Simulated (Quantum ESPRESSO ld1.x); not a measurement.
Pb I, configuration [Xe] 4f14 5d9.5 6s2 6p2 7s0.5 (fractional occupations, a model configuration).

All-electron calculation, Dirac Kohn-Sham, Engel-Vosko exchange with Perdew-Wang LDA correlation, spin-unpolarised, spherical densities, point nucleus; open shells are shared between the two j in proportion to 2j + 1. Program: ld1.x of Quantum ESPRESSO 7.5.

Energy parts (hartree):
part                     energy
total                 -20931.64
kinetic                24374.99
electron-nucleus      -52972.76
Hartree                 8059.63
exchange-correlation    -393.51

Orbitals (lengths in bohr, moments of r in powers of bohr; r(90%) holds 90 % of the orbital's charge):
| orbital | occ. | eigenvalue (hartree) | r(90%) | small-component weight |
|---|---|---|---|---|
| 1s1/2 | 2 | -3233.65 | 0.0294 | 9.80e-02 |
| 2s1/2 | 2 | -578.045 | 0.105 | 2.26e-02 |
| 2p1/2 | 2 | -554.797 | 0.0918 | 2.27e-02 |
| 2p3/2 | 4 | -474.374 | 0.104 | 1.99e-02 |
| 3s1/2 | 2 | -138.894 | 0.256 | 7.60e-03 |
| 3p1/2 | 2 | -128.470 | 0.248 | 7.54e-03 |
| 3p3/2 | 4 | -110.521 | 0.270 | 6.75e-03 |
| 3d3/2 | 4 | -93.5342 | 0.244 | 6.63e-03 |
| 3d5/2 | 6 | -89.7151 | 0.251 | 6.42e-03 |
| 4s1/2 | 2 | -31.5992 | 0.551 | 2.62e-03 |
| 4p1/2 | 2 | -27.0958 | 0.559 | 2.52e-03 |
| 4p3/2 | 4 | -22.7065 | 0.608 | 2.21e-03 |
| 4d3/2 | 4 | -15.4090 | 0.632 | 2.01e-03 |
| 4d5/2 | 6 | -14.5894 | 0.648 | 1.93e-03 |
| 5s1/2 | 2 | -5.44826 | 1.22 | 7.00e-04 |
| 4f5/2 | 6 | -5.14508 | 0.715 | 1.57e-03 |
| 4f7/2 | 8 | -4.96014 | 0.725 | 1.54e-03 |
| 5p1/2 | 2 | -3.91746 | 1.31 | 6.12e-04 |
| 5p3/2 | 4 | -3.09999 | 1.45 | 5.18e-04 |
| 5d3/2 | 3.8 | -0.98569 | 1.90 | 3.32e-04 |
| 5d5/2 | 5.7 | -0.88840 | 1.97 | 3.12e-04 |
| 6s1/2 | 2 | -0.53001 | 3.29 | 1.08e-04 |
| 6p1/2 | 0.666667 | -0.23863 | 4.34 | 6.40e-05 |
| 6p3/2 | 1.33333 | -0.17574 | 5.07 | 4.65e-05 |
| 7s1/2 | 0.5 | -0.05789 | 11.5 | 8.58e-06 |
| 7p1/2 | 0 | -0.02900 | 15.6 | 4.02e-06 |
| 7p3/2 | 0 | -0.02547 | 16.5 | 3.64e-06 |
| 6d3/2 | 0 | -0.01459 | 17.0 | 2.13e-06 |
| 6d5/2 | 0 | -0.01435 | 17.2 | 2.06e-06 |

The highest occupied level is 7s1/2 at -1.575 eV. The density falls to 0.001 e/bohr^3 at r = 4.79 bohr. Summed over all electrons, <r^2> = 101.8 bohr^2, which gives a Langevin (diamagnetic) susceptibility term of -80.6 x 10^-6 cm^3/mol.
